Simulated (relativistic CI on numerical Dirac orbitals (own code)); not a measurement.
Method of calculation: Dirac-Coulomb-Breit CI, orbitals from a KLI potential per configuration, model QED, unscaled Slater integrals (own radial code, finite nucleus).

The strongest absorption lines from the ground level of an ion, among the configurations computed and to levels below about 275 eV (vacuum wavelength in nm, gf): 6.1999 (0.13), 6.2351 (0.012), 7.1505 (0.21), 7.2477 (0.56), 7.3285 (0.015), 8.9069 (0.24), 9.0614 (0.14), 15.280 (3.8).

Question: Which ion is it?
A. Co XII
B. Co X
C. Mn VIII
D. Co VIII

Answer: B. Co X has 18 electrons and the ground level 3s2 3p6 1S_0; the strongest line goes to 3s2 3p5 3d 1P°_1. The pattern of lines fixes the number of electrons, and along that sequence the line energies rise steadily with the charge (about as its square where n changes within one kind of shell, about linearly where n is kept but much faster in heavy ions where fine structure, which grows about as Z⁴, sets the gap, and irregularly where shells cross), which fixes Z. Configurations outside the model, such as inner-shell arrays, can give stronger lines. At this charge energies of transitions that change n are usually good to better than 1 %, and those within a shell (Δn = 0) to a few per cent.

LS names give the leading component of a level, which can be under half, so a name can repeat, a term be missing and a line seem to break the LS rules.
